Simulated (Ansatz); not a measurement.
Consider the silylene formation by 1,1-elimination: `CC([SiH3])[TeH]` → `[SiH2]` + `CC[TeH]`.

Calculated with Ansatz (gas phase, PBE0-D4/def2-TZVP geometries, no zero-point term in ΔE). CBS: MP2 limit from def2 TZ/QZ plus the TZ coupled-cluster correction, frozen cores. This one scheme is used for every species. Functionals use def2-TZVPP. B3LYP here is the variant with VWN-RPA as its local correlation; programs differ in this. def2 core potentials past Kr. For Te outer-core shells are correlated without core-valence functions, which leaves a few kJ/mol of doubt a bond.

`CC([SiH3])[TeH]`:

Z-matrix (Å, degrees):
```
C
C 1 1.523
H 1 1.094 2 110.3
H 1 1.094 2 112.0 3 -119.6
H 1 1.094 2 111.6 3 119.4
Si 2 1.876 1 112.9 3 -60.9
Te 2 2.167 1 108.1 3 178.3
H 2 1.092 1 110.2 3 63.2
H 6 1.486 2 109.3 1 -56.5
H 6 1.493 2 109.7 1 62.7
H 6 1.486 2 110.7 1 -177.6
H 7 1.658 2 94.4 1 178.2
```

`[SiH2]`:

Cartesian coordinates in Å:
```
Si 0.511 -0.007 0.496
H -0.536 -1.013 0.027
H 0.025 1.020 -0.523
```

`CC[TeH]`:

```xyz
9

C     1.029    0.464    0.329
C    -0.120   -0.457   -0.024
Te   -1.829    0.703   -0.646
H     1.332    1.074   -0.525
H     1.899   -0.118    0.645
H     0.768    1.138    1.148
H    -0.432   -1.055    0.831
H     0.135   -1.121   -0.849
H    -2.782   -0.628   -0.909
```

Task: Is it downhill or uphill in electronic energy at CCSD(T)/CBS, and by how much? (Best estimate.)

Result: Ansatz gave: Uphill: ΔE = +235.8 kJ/mol.

Task: What do these levels give: PBE-D4, PBE0-D4, B2PLYP, PBE, B3LYP, HF/def2-TZVPP, MP2/def2-TZVPP, CCSD/def2-TZVPP, SCS-MP2/def2-QZVPP, HF/CBS(def2), MP2/CBS(def2), CCSD/CBS(def2)? (Best estimate.)

Result: Computed: PBE-D4 236.8, PBE0-D4 244.1, B2PLYP 224.2, PBE 224.7, B3LYP 207.6, HF/def2-TZVPP 202.0, MP2/def2-TZVPP 251.2, CCSD/def2-TZVPP 220.9, SCS-MP2/def2-QZVPP 241.0, HF/CBS(def2) 202.9, MP2/CBS(def2) 259.3, CCSD/CBS(def2) 229.0 kJ/mol.

Largest T1 diagnostic among the species: 0.014.

The D4 term adds +19.6 kJ/mol with B3LYP and +10.6 kJ/mol with PBE0; it sums over pairs of atoms, weighted by their polarisabilities, and B3LYP, whose exchange is more repulsive, gets the larger term. In def2-TZVPP, CCSD(T) changes the Hartree–Fock value by +25.7 kJ/mol (the triples alone add +6.8 kJ/mol) and MP2 by +49.2 kJ/mol. From PBE to PBE0 (25 % exact exchange), in def2-TZVPP and without D4, ΔE moves by +8.8 kJ/mol.
